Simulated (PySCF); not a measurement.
Radial density of Se⁺ (selenium, charge +1)

TPSS, [Ar] 3d10 4s2 4p3, high-spin 4S determinant. Computed with PySCF 2.14 in aug-cc-pVDZ-PP with ECP10MDF (5s4p3d, 32 functions), with a scalar-relativistic core potential. This is the valence pseudo-density: the core potential removes the inner electrons and smooths the orbitals near the nucleus.

```json
{"r (bohr)": "0.000659", "4πr²ρ (e/bohr)": "2.910e-05", "4πr²(ρα − ρβ)": "0.0000"}
{"r (bohr)": "0.00111", "4πr²ρ (e/bohr)": "8.221e-05", "4πr²(ρα − ρβ)": "0.0000"}
{"r (bohr)": "0.00186", "4πr²ρ (e/bohr)": "0.0002316", "4πr²(ρα − ρβ)": "0.0000"}
{"r (bohr)": "0.00313", "4πr²ρ (e/bohr)": "0.0006471", "4πr²(ρα − ρβ)": "0.0000"}
{"r (bohr)": "0.00527", "4πr²ρ (e/bohr)": "0.001769", "4πr²(ρα − ρβ)": "0.0000"}
{"r (bohr)": "0.00887", "4πr²ρ (e/bohr)": "0.004561", "4πr²(ρα − ρβ)": "0.0000"}
{"r (bohr)": "0.0149", "4πr²ρ (e/bohr)": "0.01025", "4πr²(ρα − ρβ)": "0.0000"}
{"r (bohr)": "0.0251", "4πr²ρ (e/bohr)": "0.01861", "4πr²(ρα − ρβ)": "0.0000"}
{"r (bohr)": "0.0422", "4πr²ρ (e/bohr)": "0.03478", "4πr²(ρα − ρβ)": "0.0000"}
{"r (bohr)": "0.0710", "4πr²ρ (e/bohr)": "0.1444", "4πr²(ρα − ρβ)": "0.0002"}
{"r (bohr)": "0.119", "4πr²ρ (e/bohr)": "1.140", "4πr²(ρα − ρβ)": "0.0012"}
{"r (bohr)": "0.201", "4πr²ρ (e/bohr)": "6.686", "4πr²(ρα − ρβ)": "0.0279"}
{"r (bohr)": "0.338", "4πr²ρ (e/bohr)": "23.96", "4πr²(ρα − ρβ)": "0.2351"}
{"r (bohr)": "0.568", "4πr²ρ (e/bohr)": "29.81", "4πr²(ρα − ρβ)": "0.1531"}
{"r (bohr)": "0.955", "4πr²ρ (e/bohr)": "8.795", "4πr²(ρα − ρβ)": "0.3025"}
{"r (bohr)": "1.61", "4πr²ρ (e/bohr)": "3.588", "4πr²(ρα − ρβ)": "1.6986"}
{"r (bohr)": "2.70", "4πr²ρ (e/bohr)": "1.183", "4πr²(ρα − ρβ)": "0.8522"}
{"r (bohr)": "4.55", "4πr²ρ (e/bohr)": "0.06882", "4πr²(ρα − ρβ)": "0.0610"}
{"r (bohr)": "7.65", "4πr²ρ (e/bohr)": "1.391e-05", "4πr²(ρα − ρβ)": "0.0000"}
```

Energies and moments cover only the electrons outside the core potential.
